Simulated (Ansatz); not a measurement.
SiTe2, relaxed as a singlet with RKS r2SCAN-D4/def2-TZVP in Ansatz, starting from the GFN1-xTB geometry. Force threshold 0.02 eV/Å.

In the def2 sets Te takes a core potential; there is no spin–orbit coupling. The structure comes from a short search, and lower isomers may exist.

Start:

```
atom    x (Å)    y (Å)    z (Å)
 Si1   0.5924   0.5823   1.5624
 Te2  -0.4119  -1.6156  -0.6651
 Te3  -0.1805   1.0333  -0.8973
```

```csv
step,energy (eV),largest force component (eV/Å),SCF passes
1,-22469.3173,2.129,22
2,-22469.9134,1.323,33
3,-22470.3902,1.011,32
4 (rejected),-22470.3367,2.243,29
5,-22470.5300,0.167,30
6 (rejected),-22470.5192,0.491,24
7,-22470.5325,0.007,25
```

Force components are those of the run's own axes.

End:

Cartesian coordinates in Å:
```
Si 0.456 0.252 1.272
Te -0.289 -1.491 -0.343
Te -0.167 1.239 -0.929
```

Bonds formed: Si1–Te2 (atoms count from 1). The end is the same structure that another start reached, the lowest one found.

No frequencies were taken in this run, so the end may be a saddle point.

Hardware: 4 threads of AMD EPYC 9R45 on a shared host. Wall time 4.5 s.
